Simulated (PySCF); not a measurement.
GeH₃, SMILES [GeH3] (connectivity only; charge and spin as stated), charge +1, multiplicity 1.

Coordinates come from a PBE0-D3(BJ)/def2-TZVPD optimisation. The spin state was assumed, not searched. The isomer is the one that the SMILES or the coordinates give; other isomers of the formula were not compared.

Computed with PBE0-D3(BJ)/def2-TZVPD (PySCF).

Frequencies are harmonic and unscaled.

Modes within 1.5 cm⁻¹ of each other (mostly degenerate sets) share a row, with their intensities summed.

Computed harmonic wavenumbers and intensities:
```tsv
mode	ν (cm⁻¹)	IR (km/mol)	Raman (Å⁴/amu)	depolarisation	moving atoms (share of kinetic energy)
1	800	21.4	0.0	–	H 96 %
2–3	852	68.0	15.8	0.75	H 98 %
4	2204	0.0	346.6	0.04	H 100 %
5–6	2265	0.0	95.3	0.75	H 98 %
```
